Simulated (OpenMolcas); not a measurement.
Ti3+ with 2 ligands (bromide) in linear coordination (D∞h). Ligand basis ANO-RCC-VDZP.

```json
{"Program": "OpenMolcas 26.06", "Method": "CASSCF", "Basis": "ANO-RCC-VTZP [6s5p3d2f1g]", "Scalar Hamiltonian": "DKH2, point nucleus", "Active space": "1 electron in 5 orbitals (3d)", "State averaging": "2S+1 = 2 even, 5 roots", "Spin-orbit coupling": "state interaction with AMFI integrals over the reference wave functions"}
```

All ligands move together. At R = 2.3 Å the first state of the same spin is 9465 cm-1, and at R = 2.32 Å it is 9285 cm-1.

Problem. A third run gives 8391 cm-1. What distance was it run at?

Solution. With a power law R^-n the two known points give n = -ln(9285 / 9465) / ln(2.32 / 2.3) = 2.22. Then R = 2.3 × (9465 / 8391)^(1/2.22) = 2.428 Å. The run was at 2.43 Å, so the estimate is off by -0.002 Å.

Ligand-to-metal charge-transfer states are missing. The least metal-like active orbital is 77 % on the metal (Löwdin) and no ligand orbital is active, so the numbers are rough (holds for R = 2.3; R = 2.32). The least metal-like active orbital is 81 % on the metal (Löwdin) and no ligand orbital is active, so the numbers are rough (holds for R = 2.43). No measured value stands beside these numbers; the geometry was imposed, not optimised, and the real ion may take another.
